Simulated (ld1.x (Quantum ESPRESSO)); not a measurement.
## boron: one change to a TM potential, before and after

| Item | Value |
| --- | --- |
| Element | B |
| Generator | ld1.x (Quantum ESPRESSO) 7.5 |
| Type | norm-conserving Troullier–Martins (Kleinman–Bylander form) |
| Functional | LDA (PZ) |
| Relativity | scalar-relativistic |
| Frozen core | [He] |
| Valence charge | 3 |
| Reference configuration | 2s1.75 2p1.25 |
| Partial waves | 2s (bound): rc 1.10 bohr; 2p (bound): rc 3.15 bohr |
| Local potential | the p channel |
| Core correction | none |

All-electron outer shells of the reference configuration (LDA (PZ), scalar-relativistic, ld1.x):

```csv
shell,level (eV),outermost node (bohr),outermost maximum (bohr)
1s,-178.93,–,0.21
2s,-9.51,0.46,1.52
2p,-3.84,–,1.55
```

Change: local potential the s channel.

Cutoffs: the cutoffs (Ry, on a coarse ladder) from which the occupation-weighted sum of valence levels, in a spherical-Bessel basis at the reference potential, stays within 10 and 1 mRy of its value at 400 Ry; they do not see the model core or the augmentation charge, which bear on the density cutoff. Errors are all-electron minus pseudo energies relative to the spin-unpolarised reference configuration.

Problem. What does the change do?

Solution. The potential gets neither clearly harder nor softer (21 Ry and 70 Ry → 21 Ry and 70 Ry); the s channel sets the loose cutoff, while the largest relative change is in p, which becomes harder; of the 9 tests that both files solve, the error grows in 1 and shrinks in 2 by more than 15 % and 0.3 meV (median size 18.4 → 14.7 meV); the range in which the s phases agree widens (upper end 0.4 → 4.2); neither file shows a bound ghost.

```csv
quantity,base,changed
"cutoff, loose",21 Ry,21 Ry
"cutoff, tight",70 Ry,70 Ry
loose cutoff by channel (10 mRy a level),"s 18 Ry, p 10 Ry","p 12 Ry, s 18 Ry"
bound ghosts,none,none
"error for 2s2 2p1, meV [ΔE -1.42 eV]",-0.8,-0.8
"error for 2s2 2p0, meV [ΔE 6.91 eV]",+110,+119
"error for 2s1 2p0, meV [ΔE 32.21 eV]",+384,+401
"error for 2s1 2p2, meV [ΔE 4.27 eV]",-6.9,-6.6
"error for 2s2 2p1.3, meV [ΔE -2.19 eV]",-3.8,-2.1
"error for 2s2 2p0.5, meV [ΔE 1.52 eV]",+18,+21
"error for 2s1 2p1, meV [ΔE 12.86 eV]",-33,-15
"error for 2s1.75 2p1.25 (spin-polarised), meV [ΔE -0.56 eV]",+36,+37
"error for 2s2 2p1 (spin-polarised), meV [ΔE -1.65 eV]",+12,+12
s: phases at 3.39 bohr within 0.05 rad from the reference energy up to (Ry; the scan ends near 5),0.4,4.2
p: phases at 3.39 bohr within 0.05 rad from the reference energy up to (Ry; the scan ends near 5),0.4,0.7
```
